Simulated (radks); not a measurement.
Species: neutral fluorine. Configuration: [He] 2s2 2p5.

Calculated with a radial shooting solver on a logarithmic mesh with Libxc functionals: scalar-relativistic Kohn-Sham, BLYP, spin-unpolarised, spherical densities, point nucleus.

Energy parts (hartree):
| part | energy |
|---|---|
| total | -99.83694 |
| kinetic | 99.77356 |
| electron-nucleus | -238.98668 |
| Hartree | 49.68410 |
| exchange-correlation | -10.30792 |

Orbitals (lengths in bohr, moments of r in powers of bohr; r(max) is where P^2 peaks):
orbital  occ.  eigenvalue (hartree)  r(max)     <r>
1s          2             -24.40987  0.1143  0.1763
2s          2              -1.09421  0.7628   1.004
2p          5              -0.40869  0.7023   1.107

The highest occupied level is 2p at -11.121 eV. Summed over all electrons, <r^2> = 10.79 bohr^2, which gives a Langevin (diamagnetic) susceptibility term of -8.54 x 10^-6 cm^3/mol. The density falls to 0.001 e/bohr^3 at r = 3.14 bohr. For comparison, the ionisation energy in NIST's Atomic Spectra Database is 17.423 eV (measured). In exact Kohn-Sham theory the highest level is minus the ionisation energy, but local and semilocal functionals leave it too shallow, through self-interaction and a potential that decays too fast; potentials with the right tail come closer.

Beside tabulated values, note that spin-unpolarised runs miss the spin-polarisation part of the exchange energy of open shells.
